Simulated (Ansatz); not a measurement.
Two isomers of C2H7GeN: A = `C/N=[CH]\[GeH3]`, B = `C=[N][GeH2][CH3]`.

Isolated molecules relaxed with PBE0-D4/def2-TZVP in Ansatz; ΔE leaves out vibrations. CCSD(T)/CBS adds triple-zeta CCSD(T) − MP2 to the extrapolated MP2 energy (def2 sets, frozen cores). Functionals use def2-TZVPP. B3LYP here is the variant with VWN-RPA as its local correlation; programs differ in this. For Ge outer-core shells are correlated without core-valence functions, which leaves a few kJ/mol of doubt a bond. Scalar relativity is left out up to krypton. Each species was taken in one conformer, which may not be the lowest.

Task: Which isomer does CCSD(T)/CBS put lower? Give the gap. (Estimate.)

Result: The calculation gave: B, by 17.5 kcal/mol.

Task: Give E(B) − E(A) in kcal/mol with CCSD/def2-TZVPP, B3LYP, PBE0-D4, HF/def2-TZVPP, CCSD(T)/def2-TZVPP, B3LYP-D4, MP2/def2-TZVPP. (Best estimate.)

Result: The calculation gave: CCSD/def2-TZVPP -18.1, B3LYP -16.3, PBE0-D4 -15.4, HF/def2-TZVPP -19.5, CCSD(T)/def2-TZVPP -17.7, B3LYP-D4 -16.1, MP2/def2-TZVPP -19.2. None reverses the order clearly.

Largest T1 diagnostic: 0.012.

From PBE to PBE0 (25 % exact exchange), in def2-TZVPP and without D4, E(B) − E(A) moves by −1.2 kcal/mol.
